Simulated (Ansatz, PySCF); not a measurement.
CH₆FNOSi₂, SMILES F[Si@H]1N[SiH2]CO1. Atoms are numbered in the order given.

```xyz
12

F     -2.1706    -0.4994     0.7055
Si    -1.0998    -0.0262    -0.4163
N     -0.0972     1.2443     0.1642
Si     1.5668     0.7591     0.3748
C      1.3210    -1.0684    -0.1607
O      0.0148    -1.2130    -0.7031
H     -1.9096     0.2545    -1.6182
H     -0.4479     2.1612     0.4157
H      2.0546     0.8889     1.7825
H      2.5166     1.5152    -0.5002
H      2.0568    -1.3786    -0.9206
H      1.4472    -1.7486     0.7003
```

The structure is a stationary point at PBE0-D3(BJ)/def2-SVP. The structure was generated by enumeration; whether it is a known compound was not checked. The values are those of a single conformer.

Two levels are set side by side: PBE-D3(BJ)/def2-SVP (Ansatz, a quantum-chemistry and plane-wave program) and PBE0-D3(BJ)/def2-SVP (Ansatz). Each level has its own optimised geometry; the coordinates shown are those of the second. Frequencies come from the Hessian of PySCF at each geometry. Differences are taken from unrounded values.

```json
[
 {"quantity": "mean bond length (Å)", "PBE0-D3(BJ)": "1.481"},
 {"quantity": "bond F1–Si2 (Å)", "PBE0-D3(BJ)": "1.621"},
 {"quantity": "bond Si2–N3 (Å)", "PBE0-D3(BJ)": "1.719"},
 {"quantity": "bond Si2–O6 (Å)", "PBE0-D3(BJ)": "1.653"},
 {"quantity": "bond N3–Si4 (Å)", "PBE0-D3(BJ)": "1.746"},
 {"quantity": "bond Si4–C5 (Å)", "PBE0-D3(BJ)": "1.920"},
 {"quantity": "bond C5–O6 (Å)", "PBE0-D3(BJ)": "1.422"},
 {"quantity": "bond Si2–H7 (Å)", "PBE0-D3(BJ)": "1.476"},
 {"quantity": "bond N3–H8 (Å)", "PBE0-D3(BJ)": "1.013"},
 {"quantity": "bond Si4–H9 (Å)", "PBE0-D3(BJ)": "1.495"},
 {"quantity": "bond Si4–H10 (Å)", "PBE0-D3(BJ)": "1.496"},
 {"quantity": "bond C5–H11 (Å)", "PBE0-D3(BJ)": "1.102"},
 {"quantity": "bond C5–H12 (Å)", "PBE0-D3(BJ)": "1.105"},
 {"quantity": "highest harmonic wavenumber (cm⁻¹)", "PBE0-D3(BJ)": "3672"},
 {"quantity": "mean harmonic wavenumber (cm⁻¹)", "PBE0-D3(BJ)": "1151"},
 {"quantity": "zero-point energy (kcal/mol)", "PBE0-D3(BJ)": "49.35"}
]
```

What does PBE-D3(BJ) give, and how far is it from PBE0-D3(BJ)? (The exact figures need the calculation; the answer reports its results.)


| quantity | PBE-D3(BJ) | PBE-D3(BJ) minus PBE0-D3(BJ) |
|---|---|---|
| mean bond length (Å) | 1.493 | 0.012 |
| bond F1–Si2 (Å) | 1.637 | 0.016 |
| bond Si2–N3 (Å) | 1.733 | 0.013 |
| bond Si2–O6 (Å) | 1.671 | 0.018 |
| bond N3–Si4 (Å) | 1.759 | 0.013 |
| bond Si4–C5 (Å) | 1.933 | 0.013 |
| bond C5–O6 (Å) | 1.436 | 0.014 |
| bond Si2–H7 (Å) | 1.488 | 0.012 |
| bond N3–H8 (Å) | 1.022 | 0.008 |
| bond Si4–H9 (Å) | 1.507 | 0.011 |
| bond Si4–H10 (Å) | 1.508 | 0.012 |
| bond C5–H11 (Å) | 1.111 | 0.009 |
| bond C5–H12 (Å) | 1.114 | 0.009 |
| highest harmonic wavenumber (cm⁻¹) | 3557 | -115 |
| mean harmonic wavenumber (cm⁻¹) | 1108 | -43 |
| zero-point energy (kcal/mol) | 47.52 | -1.84 |

GGA bonds tend to be longer and softer than those of functionals with exact exchange. Differences between two approximate levels are no errors against the true value.
